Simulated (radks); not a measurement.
All-electron atom: Sr XXVIII in [Ne] 3s1.

Method: scalar-relativistic Kohn-Sham, exchange-only LDA, spin-polarised, spherical densities, point nucleus; open shells are filled with parallel spins first (spin-orbit coupling, left out, can overturn this in heavy ions); computed with a radial shooting solver on a logarithmic mesh with Libxc functionals.

Energy parts (Ry):
| part | energy |
|---|---|
| total | -5319.24442 |
| kinetic | 5478.30423 |
| electron-nucleus | -11477.67147 |
| Hartree | 798.38374 |
| exchange | -118.26093 |

Orbitals (lengths in bohr, moments of r in powers of bohr; r(max) is where P^2 peaks; r(90%) holds 90 % of the orbital's charge):
| orbital | occ. | eigenvalue (Ry) | r(max) | r(90%) | <r^4> |
|---|---|---|---|---|---|
| 1s up | 1 | -1269.348 | 0.02556 | 0.0701 | 0.00001103 |
| 1s down | 1 | -1269.208 | 0.02556 | 0.0701 | 0.00001103 |
| 2s up | 1 | -252.5773 | 0.1441 | 0.261 | 0.001935 |
| 2s down | 1 | -252.4089 | 0.1441 | 0.261 | 0.001924 |
| 2p up | 3 | -236.1443 | 0.1148 | 0.239 | 0.001358 |
| 2p down | 3 | -235.9963 | 0.1148 | 0.239 | 0.001350 |
| 3s up | 1 | -100.3164 | 0.3919 | 0.599 | 0.05477 |
| 3s down | 0 | -99.09104 | 0.3906 | 0.599 | 0.05474 |
| 3p up | 0 | -95.15847 | 0.3767 | 0.591 | 0.05123 |
| 3p down | 0 | -93.99333 | 0.3750 | 0.590 | 0.05106 |
| 4s up | 0 | -53.21730 | 0.7748 | 1.08 | 0.5967 |
| 4s down | 0 | -52.62149 | 0.7792 | 1.09 | 0.6150 |

The highest occupied level is 3s up at -1364.9 eV. The density falls to 0.001 e/bohr^3 at r = 0.97 bohr. For comparison, the ionisation energy in NIST's Atomic Spectra Database is 1387.2 eV (semi-empirical). In exact Kohn-Sham theory the highest level is minus the ionisation energy, but local and semilocal functionals leave it too shallow, through self-interaction and a potential that decays too fast; potentials with the right tail come closer. Summed over all electrons, <r^2> = 0.4240 bohr^2, which gives a Langevin (diamagnetic) susceptibility term of -0.336 x 10^-6 cm^3/mol.
